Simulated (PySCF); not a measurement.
Al(H)2(Me)(py), C6H10AlN, singlet at its GFN2-xTB optimised geometry (Å):

```
18

Al    -2.0828     0.0415     0.0000
H     -2.2301    -0.8205     1.3105
H     -2.2345    -0.8192    -1.3108
C     -2.5989     1.9758     0.0000
H     -2.2770     2.5457     0.8817
H     -3.6935     2.0578    -0.0093
H     -2.2618     2.5492    -0.8738
C      2.6332    -0.4795     0.0079
C      1.7147    -1.5209    -0.0036
C      0.3689    -1.2070    -0.0068
N     -0.0679     0.0415     0.0000
C      0.7986     1.0402     0.0112
C      2.1674     0.8262     0.0157
H      3.6935    -0.6836     0.0111
H      2.0393    -2.5492    -0.0097
H     -0.4165    -1.9534    -0.0153
H      0.3684     2.0310     0.0165
H      2.8503     1.6608     0.0252
```

Level of theory: PySCF 2.14.0 with PBE0/def2-SVP. Cells within 0.4 Å of a nucleus heavier than hydrogen are left out (blank, or x).

Map of the log10 of the electron density (e/bohr³), floored at −4 on the plane z = 0.0 Å:

```
|00000000000000000000000000000|
|00000000000000000000000000000|
|00000000000000000000000000000|
|00000000000000000000000000000|
|00000001110000000000000000000|
|00000123332100000000000000000|
|00012344554311221100000000000|
|00024566765433444322221000000|
|00135778887534666434444200000|
|00246899x87545797656775310000|
|00246889x87546898778996420000|
|0013567888765679x989986420000|
|0002346777766789x99x986420000|
|000123568x9789x9888x986431000|
|000023469xx78xx97679987653100|
|00001345798679997679xx9864100|
|000013456665689x8889x99864100|
|00001235555568xx99x9877653100|
|000001334445799989x9765432000|
|00000012333578877899753210000|
|00000001122456655789752100000|
|00000000001234434577642000000|
|00000000000011112345421000000|
|00000000000000000122210000000|
|00000000000000000000000000000|
|00000000000000000000000000000|
|00000000000000000000000000000|
|00000000000000000000000000000|
|00000000000000000000000000000|
```
Scale: ten equal steps from -4.00 (start of '0') to -0.321 (end of '9'), in the order '0123456789'; x runs from -6.00 to 6.00, y from -6.00 (bottom) to 6.00 (top).
